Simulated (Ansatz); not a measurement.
# Worked example: a bond strength in CH4BFO (SMILES OCBF)

CH4BFO: 8 atoms, total charge 0, spin state singlet. SMILES: `OCBF`. The shape was relaxed beforehand at PBE0/def2-SVP. This is one conformer, not always the lowest.

| atom | x (Å) | y (Å) | z (Å) |
| --- | --- | --- | --- |
| O | -1.2423 | 0.7599 | -0.1697 |
| C | 0.1076 | 0.4313 | -0.0149 |
| B | 0.3639 | -1.1091 | 0.0748 |
| F | -0.6255 | -1.9771 | 0.0079 |
| H | -1.3243 | 1.7165 | -0.2179 |
| H | 0.5717 | 0.8704 | 0.8992 |
| H | 0.7542 | 0.7983 | -0.8462 |
| H | 1.4871 | -1.5475 | 0.2110 |

Wanted: the dissociation energy of the F4–B3 bond into doublet F and doublet CH4BO (shapes relaxed at PBE0/def2-SVP, no zero-point term). 1 Eh = 2625.50 kJ/mol = 27.2114 eV. Totals in Eh; open shells run unrestricted unless said.

| level | program | CH4BFO | doublet F | doublet CH4BO |
| --- | --- | --- | --- | --- |
| HF/def2-TZVP | Ansatz | -239.323910 | -99.411798 | -139.704982 |
| PBE/def2-TZVP | Ansatz | -240.290590 | -99.669123 | -140.346939 |
| B3LYP/def2-TZVP | Ansatz | -240.575461 | -99.770147 | -140.537086 |

**Question.** Work out the dissociation energy at each level.

**Answer.** 
1. HF/def2-TZVP: (-99.411798) + (-139.704982) − (-239.323910) = 0.207130 Eh = 543.8 kJ/mol = 5.64 eV.
2. PBE/def2-TZVP: (-99.669123) + (-140.346939) − (-240.290590) = 0.274528 Eh = 720.8 kJ/mol = 7.47 eV.
3. B3LYP/def2-TZVP: (-99.770147) + (-140.537086) − (-240.575461) = 0.268228 Eh = 704.2 kJ/mol = 7.30 eV.

The levels span 544 to 721 kJ/mol; no measured value is set beside them. Hartree–Fock lacks the correlation of the bonding electrons, so it comes out low. A bond enthalpy at 298 K also holds the loss of zero-point energy and thermal terms.
